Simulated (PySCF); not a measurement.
# What a mistake does to a calculation on BCClH5N

These are calculations, not measurements. The program is PySCF 2.14.0, an open-source quantum chemistry code, run on an isolated molecule that a program drew, which may never have been made. The molecule is BCClH5N (charge 0, singlet), drawn as the SMILES string `NCBCl`.

Each row is a Hartree-Fock (HF) and frozen-core CCSD(T) single point in the cc-pV(D+d)Z basis, meant for a local HF minimum. Run 1 is clean. Each other run has one planted mistake out of seven kinds, and not every kind appears here: one electron removed, one electron added, multiplicity raised by two, geometry at a saddle point, minimal basis STO-3G, one bond length entered in bohr, all coordinates scaled. The reference is restricted for singlets and unrestricted otherwise, and also for a bond in bohr. Adding or removing an electron swaps singlet and doublet. Electrons count all cores. HOMO and LUMO are orbital energies over both spins, the gradient is its largest component, and the lowest frequency (negative if imaginary) is given only where the gradient is small. Bond lengths are over the 8 bonds as drawn. T1 is the CCSD diagnostic: over 0.02 (restricted) or 0.045 (unrestricted) a single reference is doubtful.

Geometry of the clean run:
```xyz
9
BCClH5N, angstrom
N    -0.6363    0.2593    0.3642
C     0.3721   -0.4383   -0.4108
B     1.8407   -0.3935    0.1374
Cl    2.2328    0.1626    1.7689
H    -0.6207   -0.0386    1.3240
H    -1.5558    0.0555    0.0141
H     0.4048   -0.0201   -1.4245
H     0.1711   -1.5163   -0.5679
H     2.7523   -0.7918   -0.5237
```

```
run,electrons,basis functions,<S^2>,HOMO (eV),LUMO (eV),gradient (hartree/bohr),lowest frequency (cm^-1),mean bond (Å),longest bond (Å),T1,HF (hartree),CCSD(T) (hartree),mistake
1,40,90,0.000,-10.63,2.66,3.3e-05,121,1.2745,1.768,0.0109,-579.45544,-580.05236,no fault
2,39,90,0.761,-16.63,-6.14,8.0e-02,-,1.2745,1.768,0.0215,-579.15024,-579.71193,one electron removed
3,40,90,2.028,-4.36,-1.16,8.2e-02,-,1.2745,1.768,0.0664,-579.27160,-579.85605,multiplicity raised by two
4,41,90,0.763,0.69,9.34,5.0e-02,-,1.2745,1.768,0.0089,-579.39247,-580.00340,?
5,40,90,0.880,-9.39,-0.35,9.2e-03,-,1.4711,3.341,0.0409,-579.31078,-579.88116,?
```

**Which mistake was planted in run 4, and what did it cost?**

It counts 41 electrons, one more than the clean run, at the same geometry and basis. So the mistake is: one electron added. Subtracting run 1 and multiplying by 627.51 kcal/mol a hartree, the energy moved by 39.5 kcal/mol in HF and 30.7 kcal/mol in CCSD(T).

**Which mistake was planted in run 5, and what did it cost?**

The mean bond changes by a factor of 1.154 and the longest by 1.890, so the molecule wasn't scaled as a whole. A length L in bohr read as angstrom grows by (1/0.5292 - 1) L = 0.890 L. The 8 bonds together grew by 8 x 0.1966 = 1.573 Å, which gives L = 1.768 Å. That is bond B3-Cl4, 1.768 Å in the clean geometry. So the mistake is: one bond length entered in bohr. Subtracting run 1 and multiplying by 627.51 kcal/mol a hartree, the energy moved by 90.8 kcal/mol in HF and 107.4 kcal/mol in CCSD(T).

Cautions from the logs. Run 3: T1 is over the limit, so its CCSD(T) energy is less reliable; run 4: the HOMO is above zero, so the electron isn't bound and the energy depends on the basis.
